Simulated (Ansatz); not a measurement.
Reaction (hydrogenolysis of the Si–O bond): `CC[SiH](O)P` + H₂ → `CC[SiH2]P` + H₂O

Isolated molecules relaxed with PBE0-D4/def2-TZVP in Ansatz; ΔE leaves out vibrations. CBS: MP2 limit from def2 TZ/QZ plus the TZ coupled-cluster correction, frozen cores. This one scheme is used for every species. DFT in def2-TZVPP. Each species was taken in one conformer, which may not be the lowest.

`CC[SiH](O)P`:

```xyz
14

C     0.934    1.384   -0.115
C    -0.042    0.738    0.862
Si   -1.043   -0.679    0.157
O    -1.954   -0.190   -1.133
P     0.211   -2.465   -0.451
H     1.475    2.214    0.346
H     0.416    1.785   -0.990
H     1.679    0.668   -0.471
H     0.486    0.367    1.747
H    -0.762    1.481    1.226
H    -2.019   -1.154    1.171
H    -1.510   -0.028   -1.965
H     0.955   -2.440    0.761
H     1.175   -1.679   -1.144
```

H₂:

```xyz
2

H    -0.316    0.180   -0.086
H     0.316   -0.180    0.086
```

`CC[SiH2]P`:

Cartesian coordinates in Å:
```
C 0.442 1.435 -0.819
C -0.684 0.409 -0.895
Si -0.759 -0.744 0.584
P 1.179 -1.896 0.739
H 0.432 2.107 -1.680
H 1.423 0.953 -0.795
H 0.361 2.052 0.080
H -0.583 -0.204 -1.798
H -1.654 0.911 -0.974
H -1.046 0.035 1.822
H -1.842 -1.752 0.407
H 0.839 -2.483 1.987
H 1.892 -0.824 1.342
```

H₂O:

Z-matrix (Å, degrees):
```
O
H 1 0.960
H 1 0.960 2 105.1
```

(1) Is it downhill or uphill in electronic energy at CCSD(T)/CBS, and by how much? (Estimate.)

(2) What do these levels give: ωB97X-V, MP2/def2-TZVPP, SCS-MP2/def2-TZVPP, HF/def2-QZVPP, SCS-MP2/def2-QZVPP, MP2/CBS(def2)? (An estimate is asked.)

Largest T1 diagnostic among the species: 0.012.

Results:

(1) Ansatz gave: Uphill: ΔE = +16.3 kcal/mol.

(2) The calculation gave: ωB97X-V 16.5, MP2/def2-TZVPP 17.5, SCS-MP2/def2-TZVPP 16.8, HF/def2-QZVPP 14.6, SCS-MP2/def2-QZVPP 17.0, MP2/CBS(def2) 17.7 kcal/mol.

In def2-TZVPP, CCSD(T) changes the Hartree–Fock value by +1.6 kcal/mol (the triples alone add +0.7 kcal/mol) and MP2 by +3.0 kcal/mol. The D4 term adds +1.5 kcal/mol with B3LYP and +0.9 kcal/mol with PBE0; it sums over pairs of atoms, weighted by their polarisabilities, and B3LYP, whose exchange is more repulsive, gets the larger term.

B3LYP here is the variant with VWN-RPA as its local correlation; programs differ in this.
